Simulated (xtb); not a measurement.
Input file for xtb: GFN1-xTB on SbF, 2S+1 = 3, a spin state set in the input, which need not be the lowest, a point of a bond scan (R = 1.834 Å).

```
$ xtb mol.xyz --gfn 1 --sp --chrg 0 --uhf 2
2

F      0.00000000     0.00000000     0.00000000
Sb     0.00000000     0.00000000     1.83395500
```

Q: Predict the final total energy.

A: -7.5715 hartree.
